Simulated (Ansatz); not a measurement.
Total energies of C₃H₄FNSi, SMILES `C=C[SiH](F)C#N`.

```
atom   x (Å)   y (Å)   z (Å)
  C1   0.346   0.799  -1.634
  C2  -0.476   0.187  -0.785
 Si3  -0.122   0.103   1.015
  F4   1.274   0.802   1.320
  C5   0.034  -1.668   1.533
  N6   0.088  -2.778   1.835
  H7   1.266   1.268  -1.300
  H8   0.135   0.853  -2.697
  H9  -1.386  -0.272  -1.165
 H10  -1.159   0.705   1.877
```

The species carries charge 0 and has multiplicity 1. The geometry is a stationary point of PBE0-D4/def2-TZVP. It is one conformer, not always the lowest. Basis def2-TZVPP, Ansatz 0.2.0.

RPA on PBE orbitals: Hartree–Fock energy of these orbitals -558.86851 Eh, correlation -1.61158 Eh (frozen core).

| functional | energy without D4 (Eh) | D4 term (kJ/mol) |
| --- | --- | --- |
| revPBE | -560.82426 | -64.2 |
| r2SCAN | -560.80246 | -5.4 |

(1) Give the same for LDA (SPW92), PBE, BLYP, B97M-V, PBE0, B3LYP, r2SCANh, r2SCAN0, HSE06 (plane-wave form), BHLYP, CAM-B3LYP, LC-ωPBE, ωB97X-V, ωB97M-V, B2PLYP, PBE-QIDH. (An estimate is asked.)

B3LYP takes the VWN-RPA correlation (the form of Gaussian; ORCA's B3LYP/G). HSE06 is the plane-wave form, built on full-range PBE exchange. The double hybrids freeze the cores in their second-order part.

## Answers

(1) Computed: 
| functional | energy without D4 (Eh) | D4 term (kJ/mol) |
| --- | --- | --- |
| LDA (SPW92) | -557.64192 | – |
| PBE | -560.50508 | -21.3 |
| BLYP | -560.90765 | -46.8 |
| B97M-V | -560.85731 | – |
| PBE0 | -560.54177 | -18.1 |
| B3LYP | -560.99807 | -34.4 |
| r2SCANh | -560.78538 | -5.7 |
| r2SCAN0 | -560.76107 | -6.3 |
| HSE06 (plane-wave form) | -560.52191 | -16.9 |
| BHLYP | -560.83686 | -26.2 |
| CAM-B3LYP | -560.86902 | -18.4 |
| LC-ωPBE | -560.69365 | – |
| ωB97X-V | -560.83944 | – |
| ωB97M-V | -560.86894 | – |
| B2PLYP | -560.66397 | – |
| PBE-QIDH | -560.42138 | – |

LC-ωPBE has ω = 0.4 bohr⁻¹.
